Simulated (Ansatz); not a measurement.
Consider the isomerisation: `[SiH3][NH][GaH][SiH3]` → `[SiH3][N]([SiH3])[GaH2]`.

Calculated with Ansatz (gas phase, PBE0-D4/def2-TZVP geometries, no zero-point term in ΔE). CBS: MP2 limit from def2 TZ/QZ plus the TZ coupled-cluster correction, frozen cores. DFT in def2-TZVPP. For Ga outer-core shells are correlated without core-valence functions, which leaves a few kJ/mol of doubt a bond. Scalar relativity is left out up to krypton. Each species was taken in one conformer, which may not be the lowest.

```
                  species  ωB97X-V energy (Eh)
  `[SiH3][NH][GaH][SiH3]`          -2563.19040
`[SiH3][N]([SiH3])[GaH2]`          -2563.20272
```

(1) Work out ΔE.

Largest T1 diagnostic among the species: 0.014.

Answers

(1) ΔE = (-2563.20272) − (-2563.19040) = -0.01232 Eh = -0.34 eV. CCSD(T)/CBS gives -0.34 eV.

The D4 term adds −0.09 eV with B3LYP and −0.05 eV with PBE0; it sums over pairs of atoms, weighted by their polarisabilities, and B3LYP, whose exchange is more repulsive, gets the larger term. From PBE to PBE0 (25 % exact exchange), in def2-TZVPP and without D4, ΔE moves by −0.07 eV.

B3LYP here is the variant with VWN-RPA as its local correlation; programs differ in this.
